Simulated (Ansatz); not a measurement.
Consider the substitution at a C–Ge bond: `C[C]([GeH3])=[Se]` + H–F → `CC(F)=[Se]` + GeH₄.

Computed with Ansatz on PBE0-D4/def2-TZVP structures; ΔE is electronic, products minus reactants. CBS: MP2 limit from def2 TZ/QZ plus the TZ coupled-cluster correction, frozen cores. This one scheme is used for every species. Functionals use def2-TZVPP. B3LYP here is the variant with VWN-RPA as its local correlation; programs differ in this. HSE06 is defined as in plane-wave codes. For Ge, Se outer-core shells are correlated without core-valence functions, which leaves a few kJ/mol of doubt a bond. Scalar relativity is left out up to krypton.

| level | ΔE (kcal/mol) | difference from CCSD(T)/CBS |
| --- | --- | --- |
| PBE-D4 | 3.6 | -6.5 |
| revPBE-D4 | 4.5 | -5.6 |
| B97M-V | 1.3 | -8.8 |
| B3LYP-D4 | 4.4 | -5.7 |
| HSE06-D4 | 5.1 | -5.0 |
| CAM-B3LYP-D4 | 2.7 | -7.4 |
| ωB97M-V | 4.2 | -5.9 |
| B2PLYP | 5.1 | -5.0 |
| BLYP | 0.2 | -9.9 |
| r2SCAN | 1.9 | -8.2 |
| r2SCANh | 2.6 | -7.5 |
| LC-ωPBE | 2.9 | -7.2 |
| HF/def2-TZVPP | 2.5 | -7.6 |
| MP2/def2-QZVPP | 12.3 | 2.2 |
| HF/CBS(def2) | 2.2 | -7.9 |
| CCSD/CBS(def2) | 9.8 | -0.3 |
| CCSD(T)/CBS | 10.1 | 0 |

Largest T1 diagnostic among the species: 0.015.

From PBE to PBE0 (25 % exact exchange), in def2-TZVPP and without D4, ΔE moves by +1.7 kcal/mol. At CCSD(T), def2-SVP lies −7.1 kcal/mol from the extrapolated value and def2-TZVPP −1.2 kcal/mol.
